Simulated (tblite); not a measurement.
Compound: C6H8F2S.
SMILES with atom numbers: `[F:1][CH:2]([F:3])[C@@H:4]1[CH2:5][CH2:6][C:7](=[S:8])[CH2:9]1` (hydrogens: H10 on C2; H11 on C4; H12, H13 on C5; H14, H15 on C6; H16, H17 on C9)

Geometry (GFN2-xTB, Å), atoms numbered from 1 in this order:
```
atom  x, y, z in Å
F1     2.377   -1.280    0.718
C2     1.704   -0.121    0.516
F3     2.635    0.797    0.158
C4     0.661   -0.295   -0.585
C5    -0.105    1.012   -0.831
C6    -1.225    1.007    0.213
C7    -1.464   -0.436    0.533
S8    -2.666   -1.001    1.456
C9    -0.421   -1.279   -0.131
H10    1.279    0.190    1.482
H11    1.189   -0.637   -1.478
H12   -0.531    0.992   -1.834
H13    0.541    1.884   -0.751
H14   -2.138    1.488   -0.137
H15   -0.927    1.530    1.126
H16   -0.045   -2.062    0.529
H17   -0.871   -1.777   -0.995
```

Calculated harmonic vibrations of the isolated species, GFN2-xTB (tblite), most abundant isotopes, no scaling. Errors from tens to a few hundred cm⁻¹ against measured bands are possible. One conformer, not necessarily the lowest.

Harmonic wavenumbers (cm⁻¹): 45.5, 60.4, 132.7, 198.5, 290.1, 300.4, 380.9, 387.7, 418.3, 503.2, 533.0, 685.6, 756.1, 842.1, 859.9, 950.2, 981.5, 996.6, 1019.8, 1036.4, 1081.7, 1095.6, 1118.1, 1142.3, 1165.1, 1188.2, 1218.1, 1238.1, 1244.0, 1262.6, 1274.0, 1310.2, 1328.8, 1342.4, 1433.8, 1441.7, 1484.8, 2891.1, 2950.9, 2953.4, 2983.1, 2997.2, 3000.9, 3005.1, 3023.9.

A = 2655, B = 796.5, C = 691.8 MHz; mass 150.031 u (most abundant isotopes); point group C1, symmetry number 1.

What is the zero-point energy?

½Σν̃ = 28277 cm⁻¹ = 80.85 kcal/mol.

Entropy at 298.15 K, 1 bar (ideal gas, RRHO, classical rotation)?

Translation 40.95, rotation 29.78, vibration 23.57: S = 94.3 cal/(mol K).

And Cp and H(298.15 K) − H(0)?

Cp = 33.61 cal/(mol K), of which vibrations give 25.66 (their classical limit is 45 R = 89.4); H(298.15 K) − H(0) = 6.07 kcal/mol without the zero-point energy, 3.70 from vibrations.

How do the functions run with temperature in this model?

| T (K) | S (cal/(mol K)) | Cp (cal/(mol K)) | H − H(0) (kcal/mol) | G − H(0) (kcal/mol) | ln q(vib) |
| --- | --- | --- | --- | --- | --- |
| 100 | 69.1 | 16.1 | 1.20 | -5.72 | 1.54 |
| 200 | 82.9 | 24.5 | 3.23 | -13.35 | 3.59 |
| 300 | 94.5 | 33.8 | 6.13 | -22.22 | 5.66 |
| 500 | 116.1 | 51.6 | 14.75 | -43.32 | 9.94 |
| 800 | 144.4 | 68.2 | 32.97 | -82.53 | 16.37 |
| 1000 | 160.4 | 75.0 | 47.32 | -113.04 | 20.45 |

q(vib) and H(0) count from the zero-point level.

Blend soft modes into free rotors: weight 1/[1 + (100 cm⁻¹/ν̃)⁴] for the oscillator and the rest for a rotor with moment μB/(μ + B), μ = h/(8π²ν), B = 10⁻⁴⁴ kg m². What vibrational entropy results?

21.23 cal/(mol K) in place of 23.57, which changes −T·S at 298.15 K by +0.70 kcal/mol.

Hindered rotation and anharmonicity are outside this model. Other conformers, if any are populated, would add a mixing term that is left out. The structure is chiral; the term R ln 2 for an equal mix with its mirror image is left out.
